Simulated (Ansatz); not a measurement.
## MP2, SCS-MP2 and SOS-MP2 from spin components

System: C2H8N (SMILES C[NH2+]C), charge +1, singlet, geometry from GFN2-xTB. Level: MP2/def2-SVP in Ansatz (a first-principles code). Sums are taken with unrounded values, so a last digit can differ.

Input for Ansatz:
Ansatz 0.2 input:
```yaml
crystal:
  periodic: [false, false, false]
  atoms:
    - {symbol: C, position_ang: [1.13626145, 0.51800927, -0.17136574]}
    - {symbol: N, position_ang: [0.11223500, -0.53475827, -0.00839106]}
    - {symbol: C, position_ang: [-1.24753940, 0.01218899, 0.17968525]}
    - {symbol: H, position_ang: [2.12079925, 0.07512594, -0.30685866]}
    - {symbol: H, position_ang: [0.90342083, 1.13036038, -1.04048709]}
    - {symbol: H, position_ang: [1.15583745, 1.15586555, 0.71028992]}
    - {symbol: H, position_ang: [0.35547925, -1.11851683, 0.80222890]}
    - {symbol: H, position_ang: [0.11904322, -1.14240726, -0.83770577]}
    - {symbol: H, position_ang: [-1.97014570, -0.79293439, 0.29559530]}
    - {symbol: H, position_ang: [-1.27499751, 0.64006506, 1.06826740]}
    - {symbol: H, position_ang: [-1.52741413, 0.61455989, -0.68250961]}
basis:
  gaussian:
    orbitals: def2-SVP
total_charge: 1
magnetization: {spin_polarized: false}
correlation: {method: mp2}
```

It gave an SCF energy of -134.520481 Eh, a same-spin correlation energy of -0.100731 Eh and an opposite-spin one of -0.363234 Eh.

### Question
Work out the MP2, SCS-MP2 (6/5 and 1/3) and SOS-MP2 (1.3 and 0) correlation and total energies.

### Answer
MP2: -0.363234 + (-0.100731) = -0.463964 Eh, total -134.984446 Eh, as the program printed. SCS-MP2: 1.2 × (-0.363234) + (-0.100731)/3 = -0.469457 Eh, total -134.989939 Eh. SOS-MP2: 1.3 × (-0.363234) = -0.472204 Eh, total -134.992685 Eh. Opposite spins carry 78 % of the MP2 correlation; same-spin pairs are already kept apart by exchange.
